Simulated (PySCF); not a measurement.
C2H8ClGeN, SMILES [CH3][Ge]([CH3])([NH2])[Cl]. The structure is a stationary point at B3LYP-D3(BJ)/def2-SVP. One conformer was computed; it need not be the lowest.

The numbers are results of PySCF 2.14.0 with B3LYP-D3(BJ)/def2-SVP, not measurements.

Harmonic wavenumbers (cm⁻¹): 101, 109, 150, 151, 179, 193, 203, 256, 380, 574, 584, 623, 705, 734, 775, 822, 841, 900, 1258, 1263, 1428, 1432, 1434, 1440, 1556, 3044, 3045, 3145, 3145, 3151, 3151, 3522, 3611. Rotational constants (GHz): 2.970, 1.977, 1.891; symmetry number 1.

Work out the zero-point energy and the ideal-gas rigid-rotor harmonic-oscillator thermochemistry at 298.15 K and 1 atm.

ZPE = ½ Σ hcν = ½ × 43905 cm⁻¹ = 262.61 kJ/mol. H − E(el) = 289.07 kJ/mol. Entropy in J/(mol K): translation 171.58, rotation 116.15, vibration 101.40, total 389.14. G − E(el) = 173.05 kJ/mol. Cp = 135.36 J/(mol K). Modes under 150 cm⁻¹ make the vibrational entropy uncertain.
